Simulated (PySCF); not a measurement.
C2H3F2Ga, SMILES C=[CH][Ga]([F])[F].

Geometry: TPSSh-D3(BJ)/def2-SVP. The structure was generated by enumeration; whether it is a known compound was not checked. One conformer was computed; it need not be the lowest.

All values below come from PBE/def2-TZVP (PySCF).

Symmetry labels are those of the subgroup Cs that the program uses (full group Cs).

Problem. List the valence orbital energies around the gap with their symmetry. (The exact figures need the calculation; the answer reports its results.)

Solution. 
```json
[
 {"orbital": "HOMO−7", "symmetry": "A'", "energy (eV)": "-10.58"},
 {"orbital": "HOMO−6", "symmetry": "A'", "energy (eV)": "-9.90"},
 {"orbital": "HOMO−5", "symmetry": "A\"", "energy (eV)": "-9.35"},
 {"orbital": "HOMO−4", "symmetry": "A'", "energy (eV)": "-9.20"},
 {"orbital": "HOMO−3", "symmetry": "A\"", "energy (eV)": "-8.87"},
 {"orbital": "HOMO−2", "symmetry": "A'", "energy (eV)": "-8.69"},
 {"orbital": "HOMO−1", "symmetry": "A'", "energy (eV)": "-7.97"},
 {"orbital": "HOMO", "symmetry": "A\"", "energy (eV)": "-7.74"},
 {"orbital": "LUMO", "symmetry": "A\"", "energy (eV)": "-2.67"},
 {"orbital": "LUMO+1", "symmetry": "A'", "energy (eV)": "-1.72"},
 {"orbital": "LUMO+2", "symmetry": "A\"", "energy (eV)": "-0.45"},
 {"orbital": "LUMO+3", "symmetry": "A'", "energy (eV)": "0.41"}
]
```
